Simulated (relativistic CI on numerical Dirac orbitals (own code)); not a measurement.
# Sb42+: sensitivity of the levels to the model

Base calculation: Dirac-Coulomb-Breit CI, separate exchange-only KLI orbitals for each configuration, a model potential for QED, unscaled Slater integrals.

Configuration list (outside the closed core 1s2): 2s2.2p5, 2s.2p6, 2p6.3s, 2p6.3p, 2p6.3d, 2s2.2p4.3s, 2s2.2p4.3p, 2s2.2p4.3d, 2s.2p5.3s, 2s.2p5.3p, 2s.2p5.3d, 2s2.2p4.4s, 2s2.2p4.4p, 2s2.2p4.4d, 2s2.2p4.4f, 2s.2p5.4s. Levels of other configurations are missing.

The lowest level and the first level of each name with at least 55 % of one term (blank where a level has no safe partner in the second run):

```csv
Level,Base (eV),Shift (eV)
2s2.2p5 2P°_3/2,0.00,0.00
2s2.2p5 2P°_1/2,260.01,+0.02
2s.2p6 2S_1/2,543.59,+0.16
2s2.2p4.3s 4P_5/2,3809.19,+0.95
2s2.2p4.3s 2P_3/2,3816.30,+0.22
2s2.2p4.3s 2S_1/2,3846.59,-2.14
2s2.2p4.3p 2P°_1/2,3922.91,-1.47
2s2.2p4.3p 4D°_7/2,3959.19,+1.03
2s2.2p4.3s 4P_3/2,4066.57,+1.73
2s2.2p4.3d 4F_9/2,4069.49,+1.09
2s2.2p4.3s 2P_1/2,4071.89,+1.13
2s2.2p4.3s 2D_5/2,4082.37,-0.18
2s2.2p4.3p 2F°_5/2,4162.11,-0.08
2s2.2p4.3p 2F°_7/2,4232.08,-0.04
2s2.2p4.3d 4D_1/2,4304.46,+2.59
2s.2p5.3s 4P°_5/2,4314.12,+2.12
2s2.2p4.3d 4F_5/2,4317.87,+1.04
2s2.2p4.3d 2G_7/2,4326.25,
2s.2p5.3s 2P°_3/2,4328.84,+0.80
2s2.2p4.3d 2G_9/2,4342.01,+0.13
2s.2p5.3s 2P°_1/2,4369.22,-2.74
```

At this charge energies of transitions that change n are usually good to better than 1 %, and those within a shell (Δn = 0) to a few per cent.

Problem. One thing was changed in a second run, which moved the levels as shown. Which?
A. valence Slater integrals scaled by 0.9
B. QED terms removed
C. configuration mixing switched off
D. Breit term removed
E. non-relativistic limit

Solution. A. Valence Slater integrals scaled by 0.9. Scaling acts on the splittings between terms and on the mixing, and leaves the fine structure of pure LS terms nearly alone; in jj coupling it moves the levels of one term differently.

LS names give the leading component of a level, which can be under half, so a name can repeat, a term be missing and a line seem to break the LS rules.
